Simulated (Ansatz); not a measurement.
Program: Ansatz. Geometries: PBE0-D4/def2-TZVP. ΔE: electronic, gas phase. CCSD(T)/CBS is the MP2 limit (def2-TZVPP, def2-QZVPP) plus CCSD(T) − MP2 in def2-TZVPP, frozen cores. This one scheme is used for every species. Functionals use def2-TZVPP. HSE06 is defined as in plane-wave codes.

Consider the ligand exchange at the Si–F bond: `F[SiH]1CO1` + HCl → `Cl[SiH]1CO1` + H–F.

`F[SiH]1CO1`:

Z-matrix (Å, degrees):
```
Si
C 1 1.790
O 1 1.634 2 51.9
F 1 1.584 2 121.7 3 102.6
H 1 1.469 2 127.6 3 -100.2
H 2 1.088 1 121.1 3 -98.1
H 2 1.087 1 123.7 3 97.4
```

HCl:

Z-matrix (Å, degrees):
```
Cl
H 1 1.279
```

`Cl[SiH]1CO1`:

```xyz
7

Cl   -0.189   -2.100   -1.361
Si   -0.592   -0.537   -0.131
C     0.571    0.807    0.113
O     0.421   -0.271    1.135
H    -2.041   -0.477    0.115
H     1.551    0.794   -0.361
H     0.280    1.784    0.490
```

H–F:

Z-matrix (Å, degrees):
```
F
H 1 0.920
```

```tsv
level	ΔE (kJ/mol)
LDA (SPW92)	37.0
BLYP-D4	42.6
BHLYP-D4	45.3
HSE06	35.3
MP2/def2-SVP	38.5
CCSD/def2-SVP	41.9
MP2/def2-TZVPP	37.6
MP2/def2-QZVPP	35.8
```

Q: What does CCSD(T)/CBS give? (An estimate is asked.)

A: Ansatz gave: +38.7 kJ/mol. The listed levels differ from it by -1.7, 3.9, 6.6, -3.4, -0.2, 3.2, -1.1, -2.9 kJ/mol.

Largest T1 diagnostic among the species: 0.013.

The D4 term adds −5.0 kJ/mol with B3LYP and −2.7 kJ/mol with PBE0; it sums over pairs of atoms, weighted by their polarisabilities, and B3LYP, whose exchange is more repulsive, gets the larger term. In def2-TZVPP, CCSD(T) changes the Hartree–Fock value by −11.8 kJ/mol (the triples alone add −2.8 kJ/mol) and MP2 by −16.9 kJ/mol. Leaving LDA and LC-ωPBE aside and taking each functional with its dispersion term where it has one, the values, not all of them listed here, spread over 19.0 kJ/mol, from revPBE-D4 to CAM-B3LYP-D4.

B3LYP here is the variant with VWN-RPA as its local correlation; programs differ in this.
